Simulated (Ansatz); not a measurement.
Consider the hydrogenolysis of a C–Si bond: `C/C([SiH3])=N\[SiH3]` + H₂ → `C/C=N\[SiH3]` + SiH₄.

Calculated with Ansatz (gas phase, PBE0-D4/def2-TZVP geometries, no zero-point term in ΔE). CCSD(T)/CBS adds triple-zeta CCSD(T) − MP2 to the extrapolated MP2 energy (def2 sets, frozen cores). This one scheme is used for every species. Double bonds are as drawn, so ΔE can hold a change between cis and trans. Functionals use def2-TZVPP. B3LYP here is the variant with VWN-RPA as its local correlation; programs differ in this.

| level | ΔE (kJ/mol) | difference from CCSD(T)/CBS |
| --- | --- | --- |
| PBE-D4 | -31.6 | 5.3 |
| B3LYP-D4 | -37.2 | -0.3 |
| ωB97M-V | -39.7 | -2.8 |
| PBE0 | -45.5 | -8.6 |
| HF/def2-TZVPP | -69.3 | -32.4 |
| MP2/def2-TZVPP | -34.8 | 2.1 |
| SCS-MP2/def2-TZVPP | -41.5 | -4.6 |
| CCSD(T)/def2-TZVPP | -40.5 | -3.6 |
| HF/def2-QZVPP | -69.1 | -32.2 |
| HF/CBS(def2) | -69.1 | -32.2 |
| CCSD(T)/CBS | -36.9 | 0 |

Largest T1 diagnostic among the species: 0.013.

From PBE to PBE0 (25 % exact exchange), in def2-TZVPP and without D4, ΔE moves by −5.7 kJ/mol. In def2-TZVPP, CCSD(T) changes the Hartree–Fock value by +28.8 kJ/mol (the triples alone add +6.2 kJ/mol) and MP2 by +34.5 kJ/mol.
